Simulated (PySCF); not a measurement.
## Relaxation of triplet OsOI₂

Computed with UPBE0 in PySCF with Os def2-SVP with ECP60, O def2-SVP, I def2-SVP with ECP28; scalar-relativistic core potentials, no spin–orbit coupling; density-fitted integrals. A (50,194) grid was used.

A hand-made T-shaped (ligand arrangement 1) start, of Cs symmetry, held to at least that symmetry:

```xyz
4
charge 0 multiplicity 3, angstrom
Os   -0.6597    0.0000   -0.7473
O    -2.3886    0.0000   -0.6869
I    -0.6597    0.0000    1.8727
I     1.9587    0.0000   -0.6559
```

Optimiser trace:
```json
{"step": "0", "E − E(last) (kJ/mol)": "69.50", "largest gradient (Eh/bohr)": "0.04375"}
{"step": "1", "E − E(last) (kJ/mol)": "45.17", "largest gradient (Eh/bohr)": "0.03038"}
{"step": "2", "E − E(last) (kJ/mol)": "23.73", "largest gradient (Eh/bohr)": "0.04233"}
{"step": "3", "E − E(last) (kJ/mol)": "13.73", "largest gradient (Eh/bohr)": "0.01284"}
{"step": "4", "E − E(last) (kJ/mol)": "7.39", "largest gradient (Eh/bohr)": "0.00703"}
{"step": "5", "E − E(last) (kJ/mol)": "6.09", "largest gradient (Eh/bohr)": "0.00544"}
{"step": "6", "E − E(last) (kJ/mol)": "5.44", "largest gradient (Eh/bohr)": "0.00337"}
{"step": "7", "E − E(last) (kJ/mol)": "3.79", "largest gradient (Eh/bohr)": "0.00793"}
{"step": "8", "E − E(last) (kJ/mol)": "1.85", "largest gradient (Eh/bohr)": "0.01340"}
{"step": "9", "E − E(last) (kJ/mol)": "0.60", "largest gradient (Eh/bohr)": "0.01303"}
{"step": "10", "E − E(last) (kJ/mol)": "0.20", "largest gradient (Eh/bohr)": "0.00520"}
{"step": "11", "E − E(last) (kJ/mol)": "0.03", "largest gradient (Eh/bohr)": "0.00084"}
{"step": "12", "E − E(last) (kJ/mol)": "0.02", "largest gradient (Eh/bohr)": "0.00047"}
{"step": "13", "E − E(last) (kJ/mol)": "0.01", "largest gradient (Eh/bohr)": "0.00036"}
{"step": "14", "E − E(last) (kJ/mol)": "0.00", "largest gradient (Eh/bohr)": "0.00021"}
```

It ends at C2v with Os–I 2.574 Å (×2), Os–O 1.685 Å; I–Os–I 95.6°, I–Os–O 132.2° (×2) (after a last refinement on a finer grid). The frequency run here used a shortcut that can spoil soft modes, so no verdict on minimum or saddle point is given. Other isomers or separated fragments may lie lower.

Final geometry:
```xyz
4
charge 0 multiplicity 3, angstrom
Os   -0.7242    0.0000   -0.5211
O    -2.0918    0.0000   -1.5051
I    -0.4340    0.0000    2.0363
I     1.7928    0.0000   -1.0586
```

Other spin states or occupations of the open shell can lie lower. No spin–orbit coupling is included, which matters more the heavier the element.

The relaxation took of the order of 9 core-minutes on a shared host.
